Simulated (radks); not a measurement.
Task: These are the eigenvalues of the occupied orbitals of an atom or ion with whole-number occupations (hartree). Method: Dirac Kohn-Sham, PBEsol, spin-unpolarised, spherical densities, point nucleus; computed with a radial shooting solver on a logarithmic mesh with Libxc functionals.

orbital  eigenvalue
1s1/2     -552.0356
2s1/2     -73.87303
2p1/2     -67.03134
2p3/2     -64.80007
3s1/2     -11.08972
3p1/2      -8.63959
3p3/2      -8.30412
3d3/2      -4.01350
3d5/2      -3.95653
4s1/2      -1.33091
4p1/2      -0.76643
4p3/2      -0.73362
7p1/2      -0.01947

Which element is it, and in what charge state? The configuration may be excited. Open shells, if any, fill j = l - 1/2 first.

Result: Z = 37, rubidium, charge 0: Rb in [Kr] 7p1. The list shows which subshells hold electrons but not how many an open one holds; the 1s level, -552.04 hartree, gives Z - s = 33.2 by -(Z - s)^2/2, which with screening and relativity narrows Z to a few neighbours, and the depths of the outer levels then fix element, charge and occupations together.
